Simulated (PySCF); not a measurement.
## Radial density of Ge⁺ (germanium, charge +1)

PBE0, [Ar] 3d10 4s2 4p1, 2P determinant. All numbers are calculated (PySCF 2.14, scalar relativity by spin-free X2C-1e, in jorge-DZP-DKH).

```
r (bohr)  4πr²ρ (e/bohr)  4πr²(ρα − ρβ)
0.000768          0.2830         0.0000
 0.00129          0.6912         0.0000
 0.00217           1.671         0.0000
 0.00366           3.933         0.0000
 0.00615           8.750         0.0000
  0.0103           17.65         0.0000
  0.0174           30.17         0.0003
  0.0293           39.11         0.0023
  0.0492           35.21         0.0096
  0.0828           33.04         0.0237
   0.139           45.45         0.0200
   0.234           31.20        -0.0086
   0.394           24.88         0.0439
   0.663           24.74         0.0152
    1.11           6.936         0.0993
    1.88           2.071         0.4349
    3.15          0.5466         0.2523
    5.31         0.03529         0.0299
```

Densities and radii are taken from the X2C orbitals without a picture-change correction, which distorts them close to the nucleus.

Task: Where is the radial spin density 4πr²(ρα − ρβ) most negative, and why is it negative at all?

Result: Around r = 0.234 bohr, down to -0.0086 e/bohr: exchange with the open shell polarises the paired shells in an unrestricted calculation.
